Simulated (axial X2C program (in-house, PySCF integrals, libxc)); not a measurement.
## How long does NbCl take?

A bond scan computed with an axial X2C code built on PySCF integrals. Basis: Nb dyall-cv3z [11s12p9d5f3g], Cl dyall-av3z [9s8p3d2f] (cores contracted in-house).

The run was started with this input:
```json
{"zs": [41, 17], "q": 0, "bas": ["dyall-cv3z", "dyall-av3z"], "levels": ["PBE0", "HF", "BLYP", "PBEsol", "B97-3"], "cc": true, "r0": 2.46, "thr": -2.0, "nmax": 140}
```
```bash
python so2c.py task.json out
```

Keys: zs atomic numbers; q charge; bas basis sets; levels methods; cc coupled cluster on or off; r0 starting distance in Å; thr threshold in hartree for freezing inner shells (an s shell follows its p shell); nmax most natural virtual spinors. HF also brings MP2.

Hardware: 2 threads of Arm Neoverse V1 (shared host).

Wall time of one point of each curve, integrals apart:

```json
{"Hamiltonian": "spin-free", "level": "PBE0", "points": "12", "seconds a point": "0.49"}
{"Hamiltonian": "spin-free", "level": "HF", "points": "12", "seconds a point": "0.3"}
{"Hamiltonian": "spin-free", "level": "CCSD(T) (20 electrons, 140 virtuals)", "points": "7", "seconds a point": "38"}
{"Hamiltonian": "spin-free", "level": "BLYP", "points": "12", "seconds a point": "0.38"}
{"Hamiltonian": "spin-free", "level": "PBEsol", "points": "12", "seconds a point": "0.37"}
{"Hamiltonian": "spin-free", "level": "B97-3", "points": "12", "seconds a point": "0.68"}
{"Hamiltonian": "2c", "level": "PBE0", "points": "12", "seconds a point": "0.66"}
{"Hamiltonian": "2c", "level": "HF", "points": "12", "seconds a point": "0.57"}
{"Hamiltonian": "2c", "level": "CCSD(T) (20 electrons, 140 virtuals)", "points": "7", "seconds a point": "39"}
{"Hamiltonian": "2c", "level": "BLYP", "points": "12", "seconds a point": "0.41"}
{"Hamiltonian": "2c", "level": "PBEsol", "points": "12", "seconds a point": "0.4"}
```

The rest:

Search with its distance optimisation 45 s, atoms 58 s, whole task 770 s. Coupled cluster runs on the points near the minimum only. The program drops outer points, and coupled cluster, when its time limit (not in the input) nears; MP2, further determinants and curves that did not converge are not in the table.
